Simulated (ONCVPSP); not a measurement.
# Configuration tests for bismuth (Bi) (ONCV)

```json
{
  "Element": "Bi",
  "Generator": "ONCVPSP 4.0.1",
  "Type": "optimised norm-conserving Vanderbilt (ONCV)",
  "Functional": "PBE",
  "Relativity": "fully relativistic",
  "Frozen core": "[Kr] 4d10 4f14",
  "Valence charge": "23",
  "Reference configuration": "5s2 5p6 5d10 6s2 6p3",
  "Partial waves": "5s+6s: rc 1.25 bohr, ncon 4, nbas 9, qcut 9.1 1/bohr, 3 projectors, debl 1.7 Ha; 5p+6p: rc 1.45 bohr, ncon 5, nbas 8, qcut 8.9 1/bohr, 2 projectors; 5d: rc 1.50 bohr, ncon 4, nbas 8, qcut 10.9 1/bohr, 1 projector",
  "Local potential": "polynomial inside 1.00 bohr (lpopt 5, dvloc0 6 Ha)",
  "Core correction": "Teter function, fcfact 3.75, rcfact 1.5"
}
```

Open shells are filled in proportion to 2j + 1.

Energies are relative to the spin-unpolarised reference configuration 5s2 5p6 5d10 6s2 6p3; without spin polarisation the order of configurations can differ from experiment.

```
valence configuration  charge  ΔE all-electron (eV)  error AE − PS (meV)
 5s2 5p6 5d10 6s2 6p2      +1                 8.060                 +0.4
 5s2 5p6 5d10 6s2 6p0      +3                47.047                 +0.4
 5s2 5p5 5d10 6s2 6p3      +1               104.839                  -38
```

What are ΔE and the potential's error for 5s2 5p6 5d10 6s2 6p1?

ΔE = 23.485 eV all-electron; the error (AE − PS) is +0.7 meV.

Levels in the configuration 5s2 5p6 5d10 6s2 6p1:

```tsv
level	all-electron (eV)	pseudo (eV)
5s j=1/2	-174.850	-174.861
5p j=3/2	-106.780	-106.783
5p j=1/2	-131.430	-131.439
5d j=5/2	-43.251	-43.248
5d j=3/2	-46.275	-46.272
6s j=1/2	-30.658	-30.658
6p j=3/2	-18.479	-18.479
6p j=1/2	-21.191	-21.191
```
